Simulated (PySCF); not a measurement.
A side-by-side comparison of computed properties.

First species: trisilane, Si3H8.
SMILES with atom numbers: `[SiH3:1][SiH2:2][SiH3:3]` (hydrogens: H4, H5, H6 on Si1; H7, H8 on Si2; H9, H10, H11 on Si3)

Second species: C4H3ClF2Si.
SMILES: `FC1=CC=C[Si@]1(F)Cl`

Levels: PBE0/def2-SVPD for dipole moment, HOMO energy, LUMO energy, HOMO–LUMO gap, static isotropic polarisability and electronic spatial extent ⟨r²⟩ about the centre of nuclear charge; TDDFT PBE0/def2-SVPD for lowest singlet excitation; TDA PBE0/def2-SVPD for lowest triplet excitation (Tamm–Dancoff); GFN2-xTB for rotational constant A and rotational constant C. Geometries: GFN2-xTB. Each species is one conformer at its optimised geometry, gas phase, non-relativistic unless stated. Electronic properties by PySCF.

Problem. Which of the two has the higher ⟨r²⟩, and by how much?

Solution. The second: 1215 bohr² against 747 bohr², a difference of 468 bohr².

Problem. Which of the two has the higher LUMO energy, and by how much?

Solution. The first: -0.43 eV against -2.36 eV, a difference of 1.93 eV.

Problem. Which has the higher static isotropic polarisability?

Solution. The first: 91.0 au against 78.3 au, a difference of 12.7 au.

Problem. Which has the higher HOMO–LUMO gap?

Solution. The first: 7.95 eV against 4.69 eV, a difference of 3.26 eV.

Problem. Which of the two has the higher T1 energy, and by how much?

Solution. The first: 5.88 eV against 2.18 eV, a difference of 3.70 eV.

Problem. Which has the higher rotational constant C?

Solution. The first: 1.717 GHz against 1.010 GHz, a difference of 0.707 GHz.

Problem. Which has the higher HOMO energy?

Solution. The second: -7.05 eV against -8.38 eV, a difference of 1.33 eV.

Problem. Which has the higher rotational constant A?

Solution. The first: 10.275 GHz against 1.908 GHz, a difference of 8.367 GHz.

On the first: Point group C2v permits a dipole; with 0.12 D the species has a pure rotational spectrum. S1 lies 0.96 eV below the HOMO–LUMO gap; its leading configuration is HOMO→LUMO, weight 0.86.

On the second: The principal polarisabilities are 59.1, 79.2 and 96.6 au; their mean is the isotropic value. A dipole of 2.62 D is allowed in C1, and pure rotational transitions are dipole-allowed.
